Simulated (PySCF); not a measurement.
CH$_{2}$Cl (SMILES [CH2]Cl), doublet, at a GFN2-xTB geometry. Base run: BLYP/aug-cc-pVDZ (PySCF).

Geometry (Å):
```xyz
4

C      0.0013    -0.2132    -1.0780
Cl    -0.0007     0.1119     0.5661
H      0.9427    -0.3082    -1.5771
H     -0.9390    -0.3157    -1.5778
```
Charge 0, spin multiplicity 2.
Orbitals are unrestricted.
All else is at PySCF's defaults.
Base energy -499.42429 Eh.

The base run was repeated with changes; each row names its change, and settings that it needs were set with it.

| change | ΔE vs base (mEh) | SCF cycles | <S^2> | outcome |
|---|---|---|---|---|
| base | 0.000 | 10 | 0.753 | converged |
| init_guess = atom | 0.000 | 10 | 0.753 | converged |
| level_shift = 1.0 (with mf.max_cycle = 100) | 0.000 | 37 | 0.753 | converged |
| conv_tol = 1e-7 | 0.000 | 8 | 0.753 | converged |
| init_guess = sap | 0.000 | 12 | 0.753 | converged |
| conv_tol = 1e-11 | 0.000 | 10 | 0.753 | converged |
| conv_tol_grad = 1e-3 | 0.000 | 10 | 0.753 | converged |
| diis = off; damp = 0.3 (with mf.diis_start_cycle = 200; with mf.max_cycle = 150) | - | 150 | - | not converged |
| level_shift = 0.5 (with mf.max_cycle = 100) | 0.000 | 20 | 0.753 | converged |
| diis = off (with mf.max_cycle = 100) | - | 100 | - | not converged |
| conv_tol_grad = 1e-7 | 0.000 | 11 | 0.753 | converged |
| DIIS = ADIIS | 0.000 | 14 | 0.753 | converged |
| diis_space = 20 | 0.000 | 10 | 0.753 | converged |

Open shells are given as the SCF converged; they aren't shown to be the lowest states, and a large step between rows can be another state.
